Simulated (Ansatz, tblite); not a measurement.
Cost and result up the ladder for `CCCCCCCCSC(C)=O` (32 atoms). Charge 0, multiplicity 1. Geometry: r2SCAN-D4/def2-SVP.

```xyz
32

C     0.290    5.754    0.327
C     0.773    4.312    0.423
C    -0.194    3.307   -0.199
C     0.284    1.860   -0.112
C    -0.694    0.860   -0.728
C    -0.202   -0.588   -0.751
C    -0.002   -1.205    0.633
C     0.470   -2.653    0.608
S    -0.805   -3.754   -0.105
C     0.051   -5.318    0.096
C    -0.756   -6.499   -0.387
O     1.158   -5.395    0.575
H     0.149    6.058   -0.723
H     1.005    6.456    0.783
H    -0.678    5.885    0.839
H     1.759    4.216   -0.068
H     0.940    4.045    1.483
H    -0.366    3.573   -1.259
H    -1.181    3.396    0.295
H     0.467    1.609    0.949
H     1.265    1.768   -0.617
H    -0.918    1.176   -1.763
H    -1.657    0.910   -0.185
H    -0.921   -1.204   -1.319
H     0.752   -0.644   -1.311
H     0.755   -0.631    1.196
H    -0.939   -1.128    1.215
H     0.694   -3.029    1.617
H     1.386   -2.771    0.006
H    -0.154   -7.411   -0.284
H    -1.053   -6.360   -1.438
H    -1.679   -6.594    0.206
```

Ansatz on 4 threads of Arm Neoverse V2 on a shared host; xTB runs through tblite on one thread. Times are rough, summed over both states, and most runs start from the orbitals of an earlier one. PBE0-D4/def2-SVP serves as the yardstick here, not as an exact answer. The other state is a doublet.

The xTB rows come from tblite. HOMO above LUMO, or a gap near zero within one spin, warns that the state may not be the lowest or that an electron is smeared out.

Raw xTB energies of ions are shifted by several eV.

```tsv
level	functions	wall time
GFN2-xTB	73	0.034 s
GFN1-xTB	93	0.058 s
PBE-D4/def2-SVP	272	19 s
PBE0-D4/def2-SVP	272	39 s
```

Task: Estimate what each level gives for the vertical IE (eV).

Result: 
| level | vertical IE (eV) | difference from PBE0-D4/def2-SVP (eV) | remarks |
| --- | --- | --- | --- |
| GFN2-xTB | 12.87 | 3.81 | – |
| GFN1-xTB | 14.16 | 5.10 | – |
| PBE-D4/def2-SVP | 8.49 | -0.57 | gap within one spin near zero (+1 doublet) |
| PBE0-D4/def2-SVP | 9.07 | 0.00 | – |
